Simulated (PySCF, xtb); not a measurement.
Al(OSiH3)2 (AlH₆O₂Si₂), SMILES [SiH3][O][Al][O][SiH3], multiplicity 2. The values are those of a single conformer.

Harmonic wavenumbers (cm⁻¹) from GFN2-xTB in xtb at its own minimum, in rising order: 6, 6, 18, 154, 156, 178, 179, 340, 605, 607, 609, 610, 612, 769, 770, 773, 773, 789, 810, 977, 1004, 2245, 2246, 2247, 2247, 2264, 2265.

Q: What does PBE-D3(BJ)/def2-SVP (PySCF 2.14.0) give at its own minimum? (An estimate is asked for; the answer gives what the named calculation found.)

A: 10, 16, 33, 55, 63, 78, 187, 482, 608, 703, 704, 705, 706, 914, 915, 916, 917, 947, 971, 1062, 1077, 2150, 2152, 2163, 2165, 2165, 2165. Paired by order, the mean absolute difference is 91 cm⁻¹ and the zero-point energies are 34.7 and 35.8 kcal/mol.
